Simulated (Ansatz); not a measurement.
F2Si, SMILES `F[Si]F` (lower singlet) (charge 0, multiplicity 1). This singlet lies 3.20 eV below the relaxed triplet at the level composite: frozen-core CCSD(T) with HF/cc-pVQZ and the correlation energy extrapolated as X^-3 from cc-pVTZ and cc-pVQZ, plus CCSDT(Q) minus CCSD(T) in cc-pVDZ // PBE0-D3(BJ)/def2-TZVP (Ansatz, an electronic-structure program).

Level of theory: frozen-core CCSD(T)/cc-pV5Z // PBE0-D3(BJ)/def2-TZVP (Ansatz).

Ansatz 0.2 input:
```yaml
crystal:
  periodic: [false, false, false]
  atoms:
    - { symbol: F, position_ang: [-1.231472, -0.342252, 0.000005] }
    - { symbol: Si, position_ang: [-0.000597, 0.682348, -0.000001] }
    - { symbol: F, position_ang: [1.232071, -0.340096, -0.000003] }
basis:
  gaussian: { orbitals: cc-pV5Z }
correlation:
  method: ccsd_t
```

Output:

```
Functional definition: HF
1801 factors; integrals over basis functions are off by at most 8.5e-4 eV
mean field evaluation 1: about -13277.6846 eV, gradient 3.7e1 eV
mean field evaluation 2: about -13277.6859 eV, gradient 3.7e1 eV
mean field evaluation 4: about -13279.9820 eV, gradient 1.9e0 eV
mean field evaluation 8: about -13280.0014 eV, gradient 1.1e-4 eV
mean field evaluation 16: about -13280.0003 eV, gradient 5.1e-1 eV
mean field -13280.00144857 eV, -488.0310517267 hartree, gradient 1.6e-6 eV, S^2 0.000000; 0 other end points of the search recorded, 0 dependent functions left out; unrestricted orbitals would lower it
7 core orbitals not correlated
reference -13280.00144857 eV, -488.0310517267 hartree; 9, 9 occupied and 261, 261 virtual orbitals, 1801 factors
second order -18.50657546 eV of doubles, -0.00000000 eV of singles
cycle   1  -17.98625822 eV  change    5.2e-1 eV  update   9.6e-2
cycle   2  -18.38245758 eV  change   -4.0e-1 eV  update   3.3e-2
cycle   3  -18.49701258 eV  change   -1.1e-1 eV  update   1.7e-2
cycle   4  -18.47116044 eV  change    2.6e-2 eV  update   3.7e-3
cycle   5  -18.46693357 eV  change    4.2e-3 eV  update   1.5e-3
cycle   6  -18.46864696 eV  change   -1.7e-3 eV  update   4.6e-4
cycle   7  -18.46854105 eV  change    1.1e-4 eV  update   1.6e-4
cycle   8  -18.46842546 eV  change    1.2e-4 eV  update   4.3e-5
cycle   9  -18.46844603 eV  change   -2.1e-5 eV  update   1.6e-5
cycle  10  -18.46845629 eV  change   -1.0e-5 eV  update   4.6e-6
perturbative correction -0.64421354 eV, -0.0236744111 hartree
Total energy: -13299.11411841 eV, -488.7334293881 hartree
```
